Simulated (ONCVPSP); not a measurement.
What one change does to a pseudopotential (Tc (Z = 43), ONCV)

```
Element                 : Tc
Generator               : ONCVPSP 4.0.1
Type                    : optimised norm-conserving Vanderbilt (ONCV)
Functional              : PBE
Relativity              : scalar-relativistic
Frozen core             : [Ar] 3d10
Valence charge          : 15
Reference configuration : 4s2 4p6 4d5 5s1.75 (charge +0.25)
Partial waves           : 4s+5s: rc 1.85 bohr, ncon 3, nbas 6, qcut 6.1 1/bohr, 2 projectors; 4p: rc 1.75 bohr, ncon 4, nbas 8, qcut 7.5 1/bohr, 2 projectors, debl 2.8 Ha; 4d: rc 2.20 bohr, ncon 4, nbas 9, qcut 6.3 1/bohr, 2 projectors, debl 2.9 Ha
Local potential         : polynomial inside 1.50 bohr (lpopt 4, dvloc0 2 Ha)
Core correction         : Teter function, fcfact 4.5, rcfact 1.35
```

All-electron outer shells of the reference configuration (PBE, scalar-relativistic, ld1.x):

| shell | level (eV) | outermost node (bohr) | outermost maximum (bohr) |
| --- | --- | --- | --- |
| 3d | -251.65 | – | 0.31 |
| 4s | -75.15 | 0.50 | 0.95 |
| 4p | -47.12 | 0.51 | 1.03 |
| 4d | -8.41 | 0.50 | 1.27 |
| 5s | -6.56 | 1.28 | 2.72 |

Change: core correction Teter function, fcfact 4.5, rcfact 1.84.

Cutoffs: the cutoffs (Ha) at which the residual kinetic energy of the hardest occupied pseudo-wave falls to 1 and 0.1 mHa per electron; they do not see the model core or the augmentation charge, which bear on the density cutoff. Errors are all-electron minus pseudo energies relative to the spin-unpolarised reference configuration.

Problem. How do hardness, ghosts and transferability respond?

Solution. The potential gets neither clearly harder nor softer (16 Ha and 18 Ha → 16 Ha and 18 Ha); of the 4 tests that both files solve, the error grows in 2 and shrinks in 0 by more than 15 % and 0.3 meV (median size 0.9 → 1.3 meV); neither file shows a bound ghost. A model core, the more so a compact one, raises the density cutoff, which this test does not measure.

| quantity | base | changed |
| --- | --- | --- |
| cutoff, loose | 16 Ha | 16 Ha |
| cutoff, tight | 18 Ha | 18 Ha |
| bound ghosts | none | none |
| GHOST(+) flags under 300 eV | none | none |
| error for 4s2 4p6 4d5 5s2, meV [ΔE -1.45 eV] | +0.2 | +0.2 |
| error for 4s2 4p6 4d5 5s1, meV [ΔE 6.70 eV] | -1.5 | -2.2 |
| error for 4s2 4p6 4d5 5s0, meV [ΔE 21.56 eV] | -9.1 | -15 |
| error for 4s2 4p6 4d5 5s1.5, meV [ΔE 1.83 eV] | -0.3 | -0.4 |
| s: phases at 1.88 bohr within 0.05 rad from the reference energy up to (Ha; the scan ends near 5) | to the end of the scan | to the end of the scan |
| p: phases at 1.77 bohr within 0.05 rad from the reference energy up to (Ha; the scan ends near 5) | to the end of the scan | to the end of the scan |
| d: phases at 2.24 bohr within 0.05 rad from the reference energy up to (Ha; the scan ends near 5) | to the end of the scan | to the end of the scan |
| rms error of d²Exc/dni dnj with the model core, mHa | 1.68 | 5.25 |
